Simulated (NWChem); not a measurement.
System: THF (C₄H₈O); SMILES C1CCOC1

```xyz
13

C     -0.7497     0.9712    -0.2229
C      0.7091     1.0016     0.2216
C      1.1619    -0.4097    -0.1373
O      0.0255    -1.2369    -0.0007
C     -1.1435    -0.4570     0.1384
H     -1.3776     1.7266     0.2715
H     -0.8230     1.1311    -1.3110
H      1.3056     1.7815    -0.2735
H      0.7752     1.1661     1.3095
H      1.9672    -0.7834     0.5171
H      1.5374    -0.4504    -1.1790
H     -1.5142    -0.5117     1.1812
H     -1.9344    -0.8643    -0.5134
```
Atoms are numbered in this order, from 1.

STO-3G and 3-21G are far too small for this property and stand as cheap habits. All runs use the structure optimised with PBE0/def2-SVP. No frequency run checked for a minimum.

Q: Give the principal values of the shielding tensors (ppm) of C1, C3, O4 from Hartree-Fock/STO-3G, GIAO (NWChem), with their diamagnetic and paramagnetic parts as GIAO splits them.

A: 
| atom | σ11 | σ22 | σ33 | isotropic | diamagnetic | paramagnetic |
|---|---|---|---|---|---|---|
| C1 | 191.7 | 221.7 | 228.4 | 213.9 | 245.6 | -31.7 |
| C3 | 155.6 | 184.3 | 226.4 | 188.8 | 248.1 | -59.3 |
| O4 | 299.5 | 399.9 | 450.1 | 383.2 | 377.8 | 5.4 |
